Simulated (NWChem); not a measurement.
Species: C₂F₅ cation

```xyz
7

F     -0.1409    -1.5188    -1.0521
C     -0.1040    -0.8827     0.0000
F     -0.1409    -1.5188     1.0521
C      0.0402     0.6907     0.0000
F      1.3329     0.8945     0.0000
F     -0.5252     1.1352     1.0804
F     -0.5252     1.1352    -1.0804
```
Atoms are numbered in this order, from 1.

Level: PBE0/def2-SVP (NWChem), optimised geometry, unscaled harmonic frequencies. 

Q: List the harmonic frequencies with IR intensities, and the thermochemistry.

A: 
```json
[
 {"frequency (cm⁻¹)": "19", "IR intensity (km/mol)": "0.0"},
 {"frequency (cm⁻¹)": "191", "IR intensity (km/mol)": "4.8"},
 {"frequency (cm⁻¹)": "201", "IR intensity (km/mol)": "5.0"},
 {"frequency (cm⁻¹)": "349", "IR intensity (km/mol)": "0.1"},
 {"frequency (cm⁻¹)": "414", "IR intensity (km/mol)": "3.9"},
 {"frequency (cm⁻¹)": "526", "IR intensity (km/mol)": "13.2"},
 {"frequency (cm⁻¹)": "602", "IR intensity (km/mol)": "2.0"},
 {"frequency (cm⁻¹)": "712", "IR intensity (km/mol)": "62.6"},
 {"frequency (cm⁻¹)": "776", "IR intensity (km/mol)": "18.8"},
 {"frequency (cm⁻¹)": "843", "IR intensity (km/mol)": "6.2"},
 {"frequency (cm⁻¹)": "1159", "IR intensity (km/mol)": "262.8"},
 {"frequency (cm⁻¹)": "1339", "IR intensity (km/mol)": "284.2"},
 {"frequency (cm⁻¹)": "1400", "IR intensity (km/mol)": "281.8"},
 {"frequency (cm⁻¹)": "1559", "IR intensity (km/mol)": "79.6"},
 {"frequency (cm⁻¹)": "1694", "IR intensity (km/mol)": "377.8"}
]
```

```
Item                                                                                Value
-----------------------------------------------------------------------  ----------------
zero-point energy                                                           16.8 kcal/mol
thermal correction to the enthalpy at 298.15 K (with zero-point energy)     21.3 kcal/mol
heat capacity Cv                                                         19.5 cal/(mol K)
entropy at 298.15 K and 1 atm (symmetry number 1)                        82.4 cal/(mol K)
```

Rigid rotor and harmonic oscillator; modes under 100 cm⁻¹ make the entropy uncertain.
